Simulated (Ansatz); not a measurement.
Basis-set extrapolation for `O[SiH]O[SiH](O)Cl` radical (PBE0-D4/def2-TZVP geometry, frozen core, Ansatz). Multiplicity 2, UHF reference.

```tsv
	def2-TZVPP	def2-QZVPP
HF	-1264.659228	-1264.702521
MP2 correlation	-1.112541	-1.209237
CCSD(T) correlation	-1.192944	not run
```

Energies in hartree. Use E(X) = E(∞) + A·exp(−7.88·√X) for Hartree–Fock and E(X) = E(∞) + B·X^(−2.97) for correlation, with X = 3 and 4, and add CCSD(T) minus MP2 of the smaller set to the MP2 limit.

**Question.** What is the CCSD(T) energy at the basis-set limit?

**Answer.** HF limit: -1264.702521 + (-0.043293) × 0.13774 = -1264.70848. MP2 limit: -1.209237 + (-0.096696) × 0.74074 = -1.28086. Higher-order term: -1.192944 − (-1.112541) = -0.08040. Total: -1266.06974 hartree, 5.92 eV below CCSD(T)/def2-TZVPP.
